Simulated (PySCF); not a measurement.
Sn(I)3, SMILES [I][Sn-]([I])[I] (charge -1), singlet (PBE0/def2-SVP optimised geometry):

```
4

Sn    -1.194    -1.417     0.000
I     -1.680     1.417     0.000
I     -1.672    -1.998     2.774
I      1.680    -1.417     0.000
```

Computed with PBE0/def2-TZVPD, def2 effective core potentials past Kr (PySCF).

Problem. What are the frontier orbital energies?

Solution. HOMO-2 -3.44 eV, HOMO-1 -3.35 eV, HOMO -2.78 eV, LUMO 1.85 eV, LUMO+1 2.27 eV.

On the same geometry PBE/def2-TZVPD, def2 effective core potentials past Kr (PySCF) gives HOMO-2 -2.37 eV, HOMO-1 -2.27 eV, HOMO -1.92 eV, LUMO 1.26 eV, LUMO+1 1.69 eV.
